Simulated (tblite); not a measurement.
Run record: tight-binding relaxation, `C=C(C)[C](=O)[GeH2][O][GeH3]`.

Computed with GFN2-xTB geometry optimisation, gas phase (tblite 0.8.0). Start geometry: from a force field or distance geometry. A driver script takes a list of jobs; this job's settings line and coordinates (Å) are shown.

Command:
```bash
OMP_NUM_THREADS=1 python probes_run.py task.json out
```

Input:
```
{"job": {"kind": "relax", "xc": "GFN2-xTB", "basis": "xTB"}, "charge": 0, "multiplicity": 1}
C     -2.016500     1.287900    -0.526300
C     -1.867200    -0.002000    -0.284700
C     -3.068400    -0.874700    -0.096500
C     -0.555800    -0.613700    -0.172600
O     -0.539000    -1.875700     0.086100
Ge     1.051000     0.371200    -0.369100
O      2.277200    -0.189100     0.805700
Ge     3.844100    -0.133000    -0.094400
H     -1.164600     1.958500    -0.659700
H     -3.050700     1.684700    -0.591200
H     -4.008800    -0.282400     0.014300
H     -2.872900    -1.522200     0.771600
H     -3.127100    -1.501100    -1.021800
H      1.583200     0.050600    -1.808200
H      0.899900     1.889700    -0.203800
H      4.983000    -0.461700     0.866500
H      3.701100    -1.076000    -1.298200
H      3.922700     1.295400    -0.694000
```

Output:
```
step      E/eV     max force
  0    -696.45730    5.461
  1    -696.69179    4.729
  2    -696.84125    0.799
  3    -696.87982    0.583
  4    -696.93316    0.455
  5    -696.95402    0.507
  6    -696.98146    0.394
  7    -696.99916    0.370
  8    -697.01950    0.378
  9    -697.04326    0.402
... (159 lines left out)
169    -697.59065    0.043
170    -697.59085    0.040
171    -697.59108    0.035
172    -697.59127    0.029
173    -697.59141    0.027
174    -697.59150    0.023
175    -697.59157    0.015
176    -697.59161    0.013
177    -697.59164    0.010
178    -697.59166    0.008
```

«max force» is the largest atomic force in eV/Å.

From which step on does the largest force stay under 0.1 eV/Å, and how much energy is left to gain from there?

From step 123 (0.083 eV/Å), 18.3 meV above the end.

Summary of the converged run: energy lowered by 26.2 kcal/mol over 178 steps; largest atomic force 0.008 eV/Å at the end.

The run took 2.4 s on one thread, Arm Neoverse N1 (aarch64), no GPU (shared host).
Labels such as C1 count atoms from 1, the log's own numbers from 0.
